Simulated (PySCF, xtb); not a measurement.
CH₃N₂S, SMILES [NH]C(N)=S (connectivity only; charge and spin as stated), charge -1, multiplicity 1. Atoms are numbered in the order given.

```xyz
7

N      0.9183    -1.0352     0.8974
C      0.0234    -0.3258     0.2828
N     -1.3185    -0.6789     0.5158
S      0.2622     1.0407    -0.8046
H      1.8381    -0.6608     0.6759
H     -1.4252    -1.6367     0.8337
H     -1.9466    -0.4002    -0.2256
```
Charge -1, spin multiplicity 1.

Geometry: B3LYP-D3(BJ)/def2-SVPD. The multiplicity is an assumed one; other spin states were not compared. The isomer is the one that the SMILES or the coordinates give; other isomers of the formula were not compared. One conformer was computed; it need not be the lowest.

Level of theory: IEF-PCM-PBE0/def2-SVPD (PySCF).

The values are the electrostatic part of the solvation free energy, E(continuum) − E(gas) at the gas-phase geometry, in a cavity of scaled van der Waals radii (PySCF's table); cavitation and dispersion terms are not included. In vacuum the orbital gap is 5.49 eV.

| solvent | ε | ΔG(elec) (kcal/mol) | gap (eV) |
|---|---|---|---|
| water | 78.36 | -64.4 | 6.52 |
| tetrahydrofuran | 7.43 | -55.7 | 6.42 |
| ethylethanoate | 5.99 | -53.4 | 6.39 |

For comparison, GFN2-xTB/ALPB(water) (xtb, at the GFN2-xTB geometry, all terms of that model) gives -62.5 kcal/mol.
